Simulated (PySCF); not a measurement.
**[C8H4ClF]+: g tensor and hyperfine couplings**

Compound: C8H4ClF (charge +1 and doublet state).
Structure used (GFN2-xTB), in Å, numbered top down from 1:
```xyz
14
C8H4ClF angstrom
C      4.476   -0.076    0.703
C      3.286   -0.124    0.500
C      1.915   -0.227    0.254
F      1.458   -1.419   -0.083
C      1.043    0.835    0.345
C     -0.302    0.702    0.095
C     -1.488    0.517   -0.141
C     -2.850    0.389   -0.392
C     -3.405   -0.795   -0.762
Cl    -3.814    1.804   -0.216
H      5.514   -0.016    0.883
H      1.427    1.808    0.623
H     -2.797   -1.680   -0.874
H     -4.462   -0.879   -0.956
```

The hyperfine couplings belong to this conformer and change with its torsions.

As a line formula: `C(=C)(C#C/C=C(\F)[C]=[CH+])Cl` [radical] (charge +1).

Method used: PySCF 2.14.0, UKS B3LYP, pcH-1 on C Cl F H, non-relativistic, mean-field spin-orbit, GIAO. Geometry: GFN2-xTB; no solvent, vibrations or thermal averaging. Couplings are sensitive to structure, and on GFN2-xTB geometries they can be far from those on DFT ones, by a factor of two or more for some ions and for spin on atoms past the first row. The SCF solution wasn't tested for stability. ⟨S²⟩ is 0.776 where a pure state has 0.75.

```
g1, g2, g3        : 2.00217, 2.00524, 2.00574
g_iso             : 2.00438
Form of g         : close to axial: the two nearest values differ by 14 % of g3 − g1
⟨S²⟩              : 0.7765 (exact 0.7500)
α and β electrons : 39, 38
```

Isotropic coupling and dipolar principal values T1 to T3, in MHz:

```tsv
atom	isotope	a_iso	of which spin–orbit	T1	T2	T3	Mulliken spin population
C1	13C	16.4	0.0	-17.9	-14.2	32.1	0.21
C2	13C	-21.5	0.0	-3.7	-2.6	6.3	-0.07
C3	13C	13.2	0.0	-17.6	-16.6	34.2	0.18
F4	19F	32.7	0.5	-78.1	-67.8	145.9	0.03
C5	13C	-2.5	0.0	-8.2	-6.9	15.1	0.08
C6	13C	-7.8	0.1	-11.5	-5.5	17.0	0.06
C7	13C	10.1	0.1	-16.6	-15.4	32.0	0.17
C8	13C	-24.7	0.0	-6.8	1.7	5.1	-0.06
C9	13C	34.8	-0.1	-35.0	-34.5	69.5	0.44
Cl10	35Cl	0.4	0.3	-4.3	-2.9	7.2	0.02
H11	1H	-16.8	0.0	-7.7	-1.5	9.2	-0.01
H12	1H	-7.7	0.0	-3.6	-2.0	5.6	0.00
H13	1H	-28.2	0.0	-14.8	-2.3	17.0	-0.02
H14	1H	-28.8	0.0	-16.3	-1.8	18.1	-0.02
```

The Mulliken spin populations are largest on C9 (+0.44), C1 (+0.21), C3 (+0.18) and C7 (+0.17). Four atoms exceed +0.15. The positive populations add up to 1.19 and the negative ones to -0.19, together 2S = 1.

The SMILES `[CH+]=[C]/C(F)=C/C#CC(=C)Cl` draws the unpaired electron on C2, whose computed spin population is only -0.07.

Axes: g1 is normal to the molecular plane and g2 points within 5° of the C3–F4 bond.

Under fast tumbling the dipolar parts average out, and these isotropic splittings remain: 1 × 19F (F4, I = 1/2, 2 lines) with 1.17 mT, 1 × 1H (H14, I = 1/2, 2 lines) with 1.03 mT, 1 × 1H (H13, I = 1/2, 2 lines) with 1.01 mT, 1 × 1H (H11, I = 1/2, 2 lines) with 0.60 mT and 1 × 1H (H12, I = 1/2, 2 lines) with 0.28 mT.

The 13C coupling of C9 (34.8 MHz) shows only in satellite lines or after enrichment, since that isotope makes up about 1.07 % of natural carbon.

Examples of negative spin density at the nucleus (bohr⁻³): C8 (-0.0220), C2 (-0.0192) and C6 (-0.0070).

Hardware: an Arm Neoverse V1 with one thread, on a shared host. Cost: 2.0 min (with the writing of density and orbital grids), 1.1 GiB resident at most.
